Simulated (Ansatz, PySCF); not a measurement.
Gas-phase reaction (SMILES): FBF [difluoroborane] + N (NH3) -> NB(F)F + [H][H] (H2); ammonia cleaves one B-H bond, a model of a ligand-exchange step.

Geometries: B3LYP-D3(BJ)/def2-TZVP minima from Ansatz (a quantum-chemistry and plane-wave program), one conformer each, not searched for the lowest. Correlated levels leave the core frozen unless marked. No spin-orbit coupling. No relativistic terms. Basis-set limits of correlation are two-point, X^-3; Hartree-Fock from the larger set. [CCSD(T)-MP2]/basis is that difference in the basis named. Thermal terms are rigid-rotor harmonic-oscillator values from B3LYP-D3(BJ) frequencies (Ansatz or PySCF) at 298.15 K and 1 atm. 1 Eh = 627.5095 kcal/mol.

| species | E, RI-MP2/CBS(aug-cc-pVTZ,aug-cc-pVQZ)+[CCSD(T)-MP2]/aug-cc-pVTZ (Ansatz) (Eh) | E, PBE0-D4/def2-TZVPD (Ansatz + dftd4) (Eh) | H - E (Eh) | G - E (Eh) |
|---|---|---|---|---|
| FBF | -225.09209 | -225.12225 | 0.02196 | -0.00581 |
| N (NH3) | -56.50756 | -56.51535 | 0.03799 | 0.01614 |
| NB(F)F | -280.45847 | -280.50446 | 0.04174 | 0.01090 |
| [H][H] (H2) | -1.17524 | -1.16831 | 0.01336 | -0.00144 |

Q: Work out ΔE and ΔH, ΔG, ΔS and the equilibrium constant at 298.15 K at the first level, then ΔH at the second.

A: 
1. ΔE = [(-280.45847) + (-1.17524)] - [(-225.09209) + (-56.50756)] = -0.03406 Eh = -21.4 kcal/mol at RI-MP2/CBS(aug-cc-pVTZ,aug-cc-pVQZ)+[CCSD(T)-MP2]/aug-cc-pVTZ.
2. The terms H - E add up to -0.00485 Eh, so ΔH = (-0.03406 + (-0.00485))×627.5095 = -24.4 kcal/mol.
3. The terms G - E add up to -0.00087 Eh, so ΔG = -21.9 kcal/mol, and ΔS = (-0.00485 - (-0.00087))×627509.5/298.15 = -8.4 cal/(mol K).
4. log10 K = -ΔG/(RT ln 10) = 16.1, with RT ln 10 = 1.3642 kcal/mol.
5. At PBE0-D4/def2-TZVPD the same steps give ΔE = -22.1 and ΔH = -25.1 kcal/mol, a shift of -0.7 from the first level.
6. These values are not checked against measurement here, since the tables used lack a sound gas-phase enthalpy of formation for at least one species.
